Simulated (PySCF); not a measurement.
Electron correlation in Cu³⁺ (copper, charge +3)

Starting occupation: [Ar] 3d7 4s1, 3d3/2 with m_j = +1/2, +3/2, 3d5/2 with m_j = -3/2, -1/2, +1/2, +3/2, +5/2, 4s1/2 with m_j = +1/2. Calculation: PySCF 2.14, in x2c-TZVPall-2c with one added diffuse shell each of s, p, d type (7s8p5d1f, 63 functions); X2C-1e with screened-nucleus spin-orbit coupling, Gaussian nucleus. Frozen: [Ne]; 16 electrons correlated; the 6 highest virtual spinors left out.

MP2 pair energies summed by pair of shells (mhartree):

| pair | energy | share (%) |
| --- | --- | --- |
| 3d-3p | -141.60 | 37.6 |
| 3d-3d | -117.38 | 31.1 |
| 3p-3p | -48.26 | 12.8 |
| 3d-3s | -23.49 | 6.2 |
| 3p-3s | -18.94 | 5.0 |
| 3d-4s | -15.40 | 4.1 |
| 3p-4s | -8.67 | 2.3 |
| 3s-3s | -2.54 | 0.7 |
| 3s-4s | -0.70 | 0.2 |

Total MP2 correlation energy: -376.98 mhartree.

The GHF reference relaxed away from the jj start to a determinant that is no pure jj level (⟨S²⟩ = 5.99, ⟨J²⟩ = 30.00); the energies belong to that determinant.

This basis was not built for core-valence correlation, so the inner-shell part is incomplete.
